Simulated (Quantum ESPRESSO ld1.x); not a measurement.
Values are calculated unless marked as measured or tabulated.
Q: The aim is the rhenium ion Re+ in [Xe] 4f14 5d5 6s1. This ld1.x (Quantum ESPRESSO 7.5) run was made with `OMP_NUM_THREADS=1 ld1.x < ld1.in > ld1.out`. Can the result be used? Name any fault.

```
 &input
    zed=75.0,
    iswitch=1,
    rel=1,
    dft='PW',
    config='[Xe] 4f14 5d5 6s',
    prefix='ld1',
    max_out_wfc=37,
    file_charge='ld1.rho',
 /
```

Output (excerpt):

```
     Program LD1 v.7.5 starts

 %%%%%%%%%%%%%%%%%%%%%%%%%%%%%%%%%%%%%%%%%%%%%%%%%%%%%%%%%%%%%%%%%%%%%%%%%%%%%%
     Error in routine el_config (14):
     no occupancy field?
 %%%%%%%%%%%%%%%%%%%%%%%%%%%%%%%%%%%%%%%%%%%%%%%%%%%%%%%%%%%%%%%%%%%%%%%%%%%%%%

     stopping ...
```

A: No (refused). The line at issue: config='[Xe] 4f14 5d5 6s'. The program stops in el_config with "no occupancy field?": each term needs its occupation. The sound input gives -16682.253 hartree.
